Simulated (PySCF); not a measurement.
Sn(F)3(GeH3), SMILES [GeH3][Sn]([F])([F])[F] (H₃F₃GeSn) (PBE0/def2-SVP optimised geometry):

```
8

F     -1.190     0.936     0.000
Sn    -0.736    -0.936     0.000
F      1.190    -0.936     0.000
F     -1.178    -1.508     1.784
Ge    -1.845    -2.291    -1.921
H     -1.185    -1.820    -3.220
H     -3.339    -1.960    -1.880
H     -1.573    -3.771    -1.638
```

Computed with PySCF 2.14.0 with PBE0/def2-TZVP, def2 effective core potentials past Kr.

Problem. What are the frontier orbital energies and the dipole moment?

Solution. HOMO-2 -11.05 eV, HOMO-1 -11.00 eV, HOMO -9.57 eV, LUMO -2.26 eV, LUMO+1 -1.03 eV; dipole moment 5.78 D.
